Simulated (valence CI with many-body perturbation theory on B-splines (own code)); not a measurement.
# E1 transitions of Pt⁶⁴⁺

Level of theory: configuration interaction combined with many-body perturbation theory (CI+MBPT): four valence electrons over a frozen Dirac-Fock core [Ne], radial functions for each j: 11 s, 11 p, 10 d, 8 f, 5 g, 2 h, with the one-electron correlation potential Σ1 (screened to all orders), the two-electron term Σ2, the three-electron term Σ3, Breit, model QED; selected single and double excitations, second order for the rest, scaled by the run's own slope (own B-spline code, finite nucleus).

No measured spectrum was set against this ion. As an estimate, large intervals hold to a few tenths of a per cent, small ones and those within an open d or f shell to about a per cent. Among the levels kept, up to 600 cm⁻¹ of a level comes from second order outside the variational space, and about a tenth of that is noise between levels of different J, which matters for small intervals.

Lines 201 to 250 of 575 in falling wavelength, among levels below 16972 × 10³ cm⁻¹, chosen from the strongest by gf and those to the six lowest levels. Wavelengths and rates use the calculated energies. Electric multipoles are in the length gauge, E1 and E2 with the static RPA response of the core. Weak lines are less certain than strong ones. Lines between different terms over intervals too small for the method are left out, as are lines whose strength nearly cancels. The highest levels of a list are the least certain.

Levels are named by their leading jj configuration (3d3/2^4 stands for four electrons in 3d with j = 3/2), which in mixed levels can hold well under half, so a name can repeat and another be missing. Letters in brackets count levels of one name in rising energy.

```
λ vac (nm)                           Upper                           Lower   A (s⁻¹)  S (a.u.)
     3.365  (3s 3p1/2 3d3/2 3d5/2) J=1 [a]  (3s 3p1/2 3p3/2 3d3/2) J=0 [a]  2.27e+11  1.28e-02
     3.361      (3s 3p1/2 3d5/2^2) J=2 [b]  (3s 3p1/2 3p3/2 3d5/2) J=2 [b]  2.17e+11  2.03e-02
     3.352          (3s^2 3p3/2 3d5/2) J=3              (3s^2 3p3/2^2) J=2  7.79e+11  1.01e-01
     3.348  (3s 3p1/2 3d3/2 3d5/2) J=4 [c]  (3s 3p1/2 3p3/2 3d3/2) J=3 [b]  2.79e+11  4.65e-02
     3.343           (3p1/2^2 3d5/2^2) J=2       (3p1/2^2 3p3/2 3d5/2) J=2  3.04e+11  2.80e-02
     3.330      (3s 3p1/2 3d5/2^2) J=2 [a]  (3s 3p1/2 3p3/2 3d5/2) J=2 [a]  4.98e+11  4.53e-02
     3.330          (3s 3p1/2 3d5/2^2) J=5      (3s 3p1/2 3p3/2 3d5/2) J=5  1.80e+11  3.61e-02
     3.326  (3s 3p1/2 3p3/2 3d5/2) J=4 [c]          (3s 3p1/2 3p3/2^2) J=3  2.88e+11  4.70e-02
     3.322       (3p1/2^2 3d3/2 3d5/2) J=2       (3p1/2^2 3p3/2 3d3/2) J=2  9.07e+10  8.20e-03
     3.317  (3s 3p1/2 3p3/2 3d5/2) J=3 [b]      (3s 3p1/2 3p3/2^2) J=2 [a]  1.28e+11  1.61e-02
     3.313              (3s^2 3d5/2^2) J=2          (3s^2 3p3/2 3d5/2) J=2  5.79e+11  5.19e-02
     3.311              (3s^2 3d5/2^2) J=4          (3s^2 3p3/2 3d5/2) J=4  2.15e+11  3.47e-02
     3.310          (3s 3p1/2^2 3d5/2) J=2          (3s 3p1/2^2 3p3/2) J=2  6.20e+10  5.55e-03
     3.302      (3s 3p3/2^2 3d5/2) J=3 [c]                (3s 3p3/2^3) J=2  7.00e+11  8.70e-02
     3.299      (3s 3p3/2^2 3d5/2) J=2 [b]                (3s 3p3/2^3) J=2  2.39e+11  2.12e-02
     3.280      (3s 3p1/2 3d5/2^2) J=3 [a]  (3s 3p1/2 3p3/2 3d5/2) J=3 [a]  1.19e+11  1.45e-02
     3.273      (3s 3p1/2 3d5/2^2) J=1 [a]  (3s 3p1/2 3p3/2 3d5/2) J=1 [a]  2.39e+11  1.24e-02
     3.253  (3s 3p1/2 3d3/2 3d5/2) J=3 [b]  (3s 3p1/2 3p3/2 3d3/2) J=3 [a]  7.83e+10  9.31e-03
     3.253      (3s 3p1/2 3d5/2^2) J=4 [a]  (3s 3p1/2 3p3/2 3d5/2) J=4 [a]  2.13e+11  3.25e-02
     3.181  (3s 3p1/2 3p3/2 3d5/2) J=3 [c]      (3s 3p1/2 3p3/2^2) J=2 [a]  1.48e+11  1.65e-02
     2.090      (3s 3p3/2^2 3d5/2) J=4 [a]          (3s^2 3p3/2 3d5/2) J=3  5.08e+11  2.06e-02
     2.069       (3p1/2 3p3/2^2 3d5/2) J=3  (3s 3p1/2 3p3/2 3d5/2) J=2 [d]  2.83e+11  8.67e-03
     2.041          (3s 3p3/2^2 3d5/2) J=0          (3s^2 3p3/2 3d5/2) J=1  1.13e+12  4.76e-03
     2.039       (3p1/2 3p3/2^2 3d5/2) J=3  (3s 3p1/2 3p3/2 3d5/2) J=2 [c]  3.31e+11  9.70e-03
     2.038  (3s 3p1/2 3p3/2 3d3/2) J=2 [a]          (3s^2 3p1/2 3d3/2) J=2  2.77e+10  5.79e-04
     2.018      (3s 3p3/2^2 3d3/2) J=1 [a]          (3s^2 3p3/2 3d3/2) J=0  4.90e+11  5.96e-03
     2.018      (3s 3p1/2 3p3/2^2) J=2 [a]          (3s^2 3p1/2 3p3/2) J=2  2.21e+10  4.49e-04
     2.017   (3p1/2 3p3/2^2 3d5/2) J=4 [b]  (3s 3p1/2 3p3/2 3d5/2) J=3 [d]  7.02e+11  2.56e-02
     2.015      (3s 3p3/2^2 3d3/2) J=1 [a]          (3s^2 3p3/2 3d3/2) J=1  3.68e+11  4.46e-03
     2.011  (3s 3p1/2 3p3/2 3d5/2) J=2 [a]          (3s^2 3p1/2 3d5/2) J=2  3.79e+11  7.62e-03
     2.009      (3s 3p3/2^2 3d3/2) J=3 [a]          (3s^2 3p3/2 3d3/2) J=2  7.23e+11  2.03e-02
     2.008      (3s 3p3/2^2 3d3/2) J=2 [a]          (3s^2 3p3/2 3d3/2) J=1  6.11e+11  1.22e-02
     2.006  (3s 3p1/2 3p3/2 3d3/2) J=1 [a]          (3s^2 3p1/2 3d3/2) J=2  3.06e+10  3.65e-04
     1.989          (3s 3p3/2^2 3d5/2) J=5          (3s^2 3p3/2 3d5/2) J=4  8.89e+11  3.80e-02
     1.987  (3s 3p1/2 3p3/2 3d3/2) J=3 [a]          (3s^2 3p1/2 3d3/2) J=2  2.80e+10  7.59e-04
     1.986      (3s 3p1/2 3p3/2^2) J=2 [a]          (3s^2 3p1/2 3p3/2) J=1  7.99e+11  1.54e-02
     1.978   (3p1/2 3p3/2^2 3d3/2) J=2 [b]  (3s 3p1/2 3p3/2 3d3/2) J=1 [d]  2.40e+11  4.59e-03
     1.978   (3p1/2 3p3/2^2 3d5/2) J=4 [a]  (3s 3p1/2 3p3/2 3d5/2) J=3 [c]  1.65e+12  5.68e-02
     1.978   (3p1/2 3p3/2^2 3d3/2) J=1 [a]  (3s 3p1/2 3p3/2 3d3/2) J=1 [c]  1.08e+12  1.23e-02
     1.976   (3p1/2 3p3/2^2 3d3/2) J=1 [b]  (3s 3p1/2 3p3/2 3d3/2) J=0 [b]  4.26e+11  4.87e-03
     1.975      (3s 3p3/2^2 3d5/2) J=4 [a]          (3s^2 3p3/2 3d5/2) J=4  7.32e+11  2.51e-02
     1.974       (3p1/2 3p3/2^2 3d5/2) J=5  (3s 3p1/2 3p3/2 3d5/2) J=4 [c]  1.37e+12  5.73e-02
     1.971       (3p1/2 3p3/2^2 3d5/2) J=3  (3s 3p1/2 3p3/2 3d5/2) J=3 [c]  5.83e+11  1.54e-02
     1.966           (3p1/2^2 3p3/2^2) J=2          (3s^2 3p1/2 3d3/2) J=2  7.55e+10  1.42e-03
     1.966  (3s 3p1/2 3p3/2 3d3/2) J=2 [a]          (3s 3p1/2^2 3p3/2) J=1  3.33e+11  6.24e-03
     1.966          (3s 3p3/2^2 3d3/2) J=4          (3s^2 3p3/2 3d3/2) J=3  1.61e+12  5.44e-02
     1.962   (3p1/2 3p3/2^2 3d5/2) J=4 [b]  (3s 3p1/2 3p3/2 3d5/2) J=4 [c]  4.18e+11  1.40e-02
     1.962   (3p1/2 3p3/2^2 3d3/2) J=1 [b]  (3s 3p1/2 3p3/2 3d3/2) J=1 [d]  4.53e+11  5.07e-03
     1.959       (3p1/2 3p3/2^2 3d3/2) J=0  (3s 3p1/2 3p3/2 3d3/2) J=1 [c]  2.84e+12  1.05e-02
     1.958   (3p1/2 3p3/2^2 3d3/2) J=1 [a]  (3s 3p1/2 3p3/2 3d3/2) J=1 [b]  4.44e+11  4.94e-03
```
